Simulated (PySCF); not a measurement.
CdCl2, SMILES [Cl][Cd][Cl]. Atoms are numbered in the order given.

```xyz
3

Cd     0.0000     0.0000     0.0000
Cl     0.0000     0.0000    -2.2851
Cl     0.0000     0.0000     2.2851
```

Geometry: B3LYP-D3(BJ)/def2-TZVP. The isomer is the one that the SMILES or the coordinates give; other isomers of the formula were not compared. The def2 effective core potentials stand for the cores of Cd; spin–orbit coupling is left out.

The numbers are results of B3LYP/def2-TZVPD (PySCF), not measurements.

Mulliken values depend strongly on the basis, most of all with diffuse functions as here. ESP charges are fitted to the potential on shells at 1.4 to 2.0 van der Waals radii. Atomic charges (e):

| atom | ESP fit | Mulliken |
|---|---|---|
| Cd1 | ___ | 0.75 |
| Cl2 | ___ | -0.38 |
| Cl3 | ___ | -0.38 |

Question: Fill in the missing entries. (The exact figures need the calculation; the answer reports its results.)

Answer: 
- Cd1, ESP fit: 0.69
- Cl2, ESP fit: -0.35
- Cl3, ESP fit: -0.35
